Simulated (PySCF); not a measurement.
FOS, multiplicity 2. Atoms are numbered in the order given.

```xyz
3

O      0.5151    -1.2066     0.0000
S     -0.4566    -0.1200     0.0000
F      0.3538     1.2859     0.0000
```
Charge 0, spin multiplicity 2.

Geometry optimised at B3LYP-D3(BJ)/def2-TZVP. The isomer is the one that the SMILES or the coordinates give; other isomers of the formula were not compared.

The numbers are results of PBE/def2-TZVPD (PySCF), not measurements.

Isolated molecule, no solvent.

Computed frontier levels, dipole moment and polarisability:
| Property | Result |
|---|---|
| α spin, highest occupied and lowest empty level | -5.80 and -2.26 eV |
| β spin, highest occupied and lowest empty level | -8.78 and -4.48 eV |
| dipole moment | 1.51 D |
| quadrupole, principal values (traceless, Buckingham form, about the centre of nuclear charge) | -2.96, 1.42, 1.54 D·Å |
| mean static polarisability | 26.2 bohr³ (3.88 Å³) |
| polarisability, principal values | 21.4, 25.0, 32.1 bohr³ |
| ⟨S²⟩ | 0.753 (pure state 0.75) |
